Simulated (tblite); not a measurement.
C₄H₁₀O₂SSi₂.
Numbering: `[CH3:1][C@@H:2]1[CH2:3][C:4](=[O:5])[O:6][Si@H:7]1[S:8][SiH3:9]` (hydrogens: H10, H11, H12 on C1; H13 on C2; H14, H15 on C3; H16 on Si7; H17, H18, H19 on Si9)

Structure used (GFN2-xTB), in Å, numbered top down from 1:
```xyz
19
C4H10O2SSi2 angstrom
C     -2.537   -0.957    0.127
C     -1.263   -0.209    0.497
C     -1.322    1.276    0.128
C      0.073    1.794   -0.137
O      0.423    2.934   -0.075
O      0.927    0.815   -0.481
Si     0.335   -0.734   -0.398
S      1.748   -1.861    0.702
Si     3.459   -0.514    0.661
H     -3.397   -0.518    0.630
H     -2.461   -1.999    0.426
H     -2.712   -0.921   -0.946
H     -1.121   -0.293    1.580
H     -1.874    1.405   -0.808
H     -1.805    1.897    0.883
H      0.175   -1.194   -1.770
H      3.745   -0.234   -0.737
H      3.130    0.669    1.440
H      4.465   -1.347    1.301
```

All values are computed: GFN2-xTB (tblite) harmonic vibrations without scaling, gas phase. Against measured fundamentals such values can be off by several per cent, at times by over 20. Modes of hydrogen on silicon can be 10 to 20 % off. One conformer, not necessarily the lowest.

Harmonic wavenumbers (cm⁻¹): 25.7, 51.2, 82.3, 89.0, 127.3, 143.3, 191.4, 233.3, 249.0, 352.9, 401.9, 460.3, 478.8, 498.1, 531.7, 540.2, 582.3, 602.7, 614.0, 672.5, 702.2, 744.9, 754.6, 768.0, 811.2, 905.5, 940.4, 972.5, 1012.6, 1081.9, 1122.1, 1131.0, 1158.8, 1243.9, 1262.5, 1305.3, 1418.7, 1448.2, 1502.6, 1504.8, 1806.2, 2323.3, 2341.4, 2342.9, 2352.1, 2922.0, 2948.7, 2999.5, 3019.5, 3029.0, 3045.2.

A = 1424, B = 769.6, C = 536.6 MHz; mass 177.994 u (most abundant isotopes); point group C1, symmetry number 1.

**Question.** Zero-point energy?

**Answer.** Half the sum of the wavenumbers: 28925 cm⁻¹ = 82.70 kcal/mol.

**Question.** Give the ideal-gas entropy at 298.15 K and 1 bar in the rigid-rotor, harmonic-oscillator model (classical rotation).

**Answer.** Translation 41.46, rotation 30.68, vibration 39.14: S = 111.3 cal/(mol K).

**Question.** And Cp and H(298.15 K) − H(0)?

**Answer.** Cp = 45.58 cal/(mol K), of which vibrations give 37.63 (their classical limit is 51 R = 101.3); H(298.15 K) − H(0) = 8.23 kcal/mol without the zero-point energy, 5.86 from vibrations.

**Question.** How do the functions run with temperature in this model?

**Answer.** 
```
 T (K)  S (cal/(mol K))  Cp (cal/(mol K))  H − H(0) (kcal/mol)  G − H(0) (kcal/mol)  ln q(vib)
    50             63.7              15.7                 0.57                -2.61       1.14
   100             76.6              22.0                 1.52                -6.14       2.97
373.15            122.4              53.2                11.94               -33.72      12.27
   500            139.4              63.6                19.38               -50.34      16.29
   750            168.1              77.6                37.17               -88.91      23.66
  1000            191.7              86.5                57.75              -133.97      30.27
```

q(vib) and H(0) count from the zero-point level.

**Question.** What must be added to the electronic energy to get the Gibbs energy at 298.15 K and 1 bar?

**Answer.** ZPE + [H(298.15 K) − H(0)] − T·S = 82.70 + 8.23 − 33.18 = 57.75 kcal/mol.

**Question.** Which modes carry the vibrational entropy at 298.15 K?

**Answer.** 25.7 cm⁻¹: 6.14; 51.2 cm⁻¹: 4.77; 82.3 cm⁻¹: 3.84; 89.0 cm⁻¹: 3.68; 127.3 cm⁻¹: 2.99; 143.3 cm⁻¹: 2.76 cal/(mol K); the other 45 give 14.97 together.

**Question.** Blend soft modes into free rotors: weight 1/[1 + (100 cm⁻¹/ν̃)⁴] for the oscillator and the rest for a rotor with moment μB/(μ + B), μ = h/(8π²ν), B = 10⁻⁴⁴ kg m². What vibrational entropy results?

**Answer.** 34.94 cal/(mol K) in place of 39.14, which changes −T·S at 298.15 K by +1.25 kcal/mol.

Hindered rotation and anharmonicity are outside this model. Other conformers, if any are populated, would add a mixing term that is left out. The structure is chiral; the term R ln 2 for an equal mix with its mirror image is left out.

Hardware: an Arm Neoverse N1 with one thread, no GPU, on a shared host. Cost: 1.9 s. This covers the Hessian and the dipole derivatives.
